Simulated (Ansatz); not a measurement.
Consider the cleavage of the Si–Si bond: `N[SiH2][SiH3]` + `OC[SiH2]Cl` → `[SiH3]OC[SiH2]Cl` + `N[SiH3]`.

Program: Ansatz. Geometries: PBE0-D4/def2-TZVP. ΔE: electronic, gas phase. CBS: MP2 limit from def2 TZ/QZ plus the TZ coupled-cluster correction, frozen cores. This one scheme is used for every species. Functionals use def2-TZVPP. Each species was taken in one conformer, which may not be the lowest.

`N[SiH2][SiH3]`:

```xyz
10

N     1.619    0.366   -0.669
Si    0.483    0.384    0.628
Si   -1.548   -0.486   -0.145
H     1.758   -0.481   -1.196
H     2.484    0.874   -0.580
H     0.320    1.800    1.056
H     0.883   -0.384    1.849
H    -1.333   -1.835   -0.741
H    -2.155    0.389   -1.184
H    -2.511   -0.627    0.983
```

`OC[SiH2]Cl`:

Z-matrix (Å, degrees):
```
C
Si 1 1.882
O 1 1.416 2 112.1
H 1 1.100 2 110.1 3 -125.4
H 1 1.095 2 109.0 3 118.1
Cl 2 2.067 1 106.0 3 53.7
H 2 1.484 1 112.1 3 171.6
H 2 1.481 1 112.1 3 -63.0
H 3 0.962 1 108.3 2 -54.5
```

`[SiH3]OC[SiH2]Cl`:

```xyz
12

Si   -1.320   -1.510   -0.970
O    -0.040   -0.783   -0.228
C    -0.073    0.590    0.131
Si    1.583    0.977    0.935
Cl    1.580    2.963    1.479
H    -1.613   -0.843   -2.268
H    -2.534   -1.420   -0.113
H    -0.932   -2.922   -1.183
H    -0.892    0.802    0.832
H    -0.226    1.232   -0.747
H     1.776    0.157    2.153
H     2.691    0.756   -0.022
```

`N[SiH3]`:

Cartesian coordinates in Å:
```
N 0.306 -0.960 -0.350
Si -0.239 0.537 0.299
H 1.283 -1.201 -0.293
H -0.096 -1.308 -1.205
H 0.307 0.664 1.674
H 0.164 1.762 -0.455
H -1.725 0.506 0.330
```

```json
{"level": "r2SCAN", "ΔE (eV)": "-0.84"}
{"level": "SCS-MP2/def2-TZVPP", "ΔE (eV)": "-1.08"}
{"level": "HF/def2-QZVPP", "ΔE (eV)": "-1.23"}
{"level": "MP2/def2-QZVPP", "ΔE (eV)": "-1.04"}
```

Q: What does CCSD(T)/CBS give? (An estimate is asked.)

A: Ansatz gave: -0.93 eV. The listed levels differ from it by 0.09, -0.15, -0.30, -0.11 eV.

Largest T1 diagnostic among the species: 0.011.

In def2-TZVPP, CCSD(T) changes the Hartree–Fock value by +0.26 eV (the triples alone add +0.03 eV) and MP2 by +0.17 eV. From PBE to PBE0 (25 % exact exchange), in def2-TZVPP and without D4, ΔE moves by −0.08 eV.
